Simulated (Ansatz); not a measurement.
Consider the atomization: `C=C[Se][Si](F)(F)F` → 2 C• + 3 F• + 3 H• + Se• + Si•.

Calculated with Ansatz (gas phase, PBE0-D4/def2-TZVP geometries, no zero-point term in ΔE). CCSD(T)/CBS adds triple-zeta CCSD(T) − MP2 to the extrapolated MP2 energy (def2 sets, frozen cores). This one scheme is used for every species, atoms too. Functionals use def2-TZVPP. No spin–orbit coupling; open shells (•) take unrestricted orbitals. Spin–orbit coupling would lower the free atoms: a little for C, F, Si; clearly for Se. For Se outer-core shells are correlated without core-valence functions, so the limit isn't a true one: a few kJ/mol of doubt a bond, and 10 to 20 or more in all where bonds break to atoms. Scalar relativity is left out up to krypton. Each species was taken in one conformer, which may not be the lowest.

`C=C[Se][Si](F)(F)F`:

Cartesian coordinates in Å:
```
C -0.246 -0.309 1.805
C -0.678 0.639 0.992
Se -1.526 0.270 -0.701
Si 0.417 -0.139 -1.705
F 0.152 -0.413 -3.233
F 1.165 -1.396 -1.115
F 1.431 1.062 -1.589
H 0.212 -0.045 2.754
H -0.321 -1.361 1.559
H -0.605 1.693 1.233
```

```
             species  ωB97M-V energy (Eh)
`C=C[Se][Si](F)(F)F`          -3068.73086
                  C•            -37.84639
                  F•            -99.74527
                  H•             -0.49411
                 Se•          -2401.35793
                 Si•           -289.35250
```

(1) Work out ΔE.

Largest T1 diagnostic among the species: 0.012.

Answers

(1) ΔE = 3 × (-99.74527) + 3 × (-0.49411) + 2 × (-37.84639) + (-2401.35793) + (-289.35250) − (-3068.73086) = 1.60951 Eh = +4225.8 kJ/mol. CCSD(T)/CBS gives +4249.8 kJ/mol.

The D4 term adds +48.2 kJ/mol with B3LYP and +25.2 kJ/mol with PBE0; it sums over pairs of atoms, weighted by their polarisabilities, and B3LYP, whose exchange is more repulsive, gets the larger term. From PBE to PBE0 (25 % exact exchange), in def2-TZVPP and without D4, ΔE moves by −101.9 kJ/mol: exact exchange takes away binding that semilocal exchange gives to molecules.

B3LYP here is the variant with VWN-RPA as its local correlation; programs differ in this.

For atomizations the MP2-based limit and the directly extrapolated one differ by several kJ/mol either way, and by 10 to 25 for some Ge, Se and Sn compounds, so smaller differences from it don't rank the levels.
